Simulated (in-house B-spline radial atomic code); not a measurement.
**RPA and G0W0 on r2SCAN0: Kr¹³⁺**

Configuration [Ar] 3d5, highest spin, mean-field start r2SCAN0. Computed with a B-spline radial code for spherical atoms: all electrons, non-relativistic, point nucleus, each spin shell either full or empty, empty states to l = 9 with an (l + 1/2)⁻⁴ tail; G0W0 by contour deformation at full frequency.

Command:
```bash
python run_gw.py task.json out
```
Settings (radii: box in bohr, nucleus in fm):
```
Z                        36
electrons                23
configuration            [Ar] 3d5
hamiltonian              nr
method                   r2scan0
lmax                     9
spin_polarised           True
box_radius               5.53
intervals                48
```

Cost of the run: 2.5 s on 1 thread of Arm Neoverse N1 (shared host).

Energies (hartree):

```tsv
term	value
mean-field total	-2678.17962
Hartree-Fock functional on these orbitals	-2677.12460
direct second order	-1.7294
second-order exchange	0.56151
SOSEX correction	0.53434
```

**Question.** What is the RPA correlation energy, and what remains with SOSEX?

**Answer.** RPA gives -1.5984 hartree (-1.89 eV per electron); RPA + SOSEX gives -1.0641, and the second-order doubles -1.1679 hartree (no singles). SOSEX takes back 33 % of the RPA value.

Quasi-particle levels (eV):

| level | occupied | mean field | Σx - vxc | Σc | QP weight | G0W0 |
| --- | --- | --- | --- | --- | --- | --- |
| 3d up | yes | -434.31 | -17.22 | ? | ? | ? |
| 3p down | yes | -527.58 | -13.56 | -0.43 | 0.981 | -541.57 |
| 3s down | yes | -593.59 | -20.72 | 8.20 | 0.892 | -606.10 |
| 3d down | no | -406.00 | 18.99 | -5.47 | 0.985 | -392.48 |

G0W0 = mean field + (Σx - vxc) + Σc, with Σc (partial-wave tail included) taken at the quasi-particle energy. Only the outer levels were computed. Levels of low weight are left out.

**Question.** Where does G0W0 put 3d up?

**Answer.** At -449.81 eV, with Σc = 1.72 eV and a quasi-particle weight of 0.984. The tabulated removal energy is 446 ± 3 eV (NIST, tabulated theory); the calculation leaves out relativity, Breit and QED terms, and what these don't explain is the method's own error.
